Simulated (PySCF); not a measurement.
CH8N2Si3, SMILES C1=N[SiH2][SiH2]N[SiH2]1.

Geometry optimised at PBE0-D3(BJ)/def2-SVP. This is a generated structure with no PubChem entry under its InChIKey; it may be hypothetical.

Two levels are set side by side: TDDFT-PBE/def2-SVPD (PySCF) and TDDFT-LC-ωPBE/def2-SVPD (PySCF). Vertical, same geometry. The lowest singlet is HOMO→LUMO 100 % with PBE and HOMO→LUMO 91 % with the other functional; states are paired by order. Differences are taken from unrounded values.

```tsv
quantity	TDDFT-LC-ωPBE
lowest singlet excitation (eV)	3.29
lowest triplet excitation (TDA) (eV)	2.63
first bright state (f over 0.05) (eV)	7.15
its oscillator strength	0.13
```

What does TDDFT-PBE give, and how far is it from TDDFT-LC-ωPBE? (An estimate is asked for; the answer gives what the named calculation found.)


```tsv
quantity	TDDFT-PBE	TDDFT-PBE minus TDDFT-LC-ωPBE
lowest singlet excitation (eV)	3.00	-0.30
lowest triplet excitation (TDA) (eV)	2.44	-0.18
first bright state (f over 0.05) (eV)	5.68	-1.46
its oscillator strength	0.06	-0.07
```

A lower first singlet is the usual sign of a functional without exact exchange. Differences between two approximate levels are no errors against the true value.

Rough cost on one machine, each run with all the roots and properties that it gave: TDDFT-LC-ωPBE against TDDFT-PBE about 6 times.
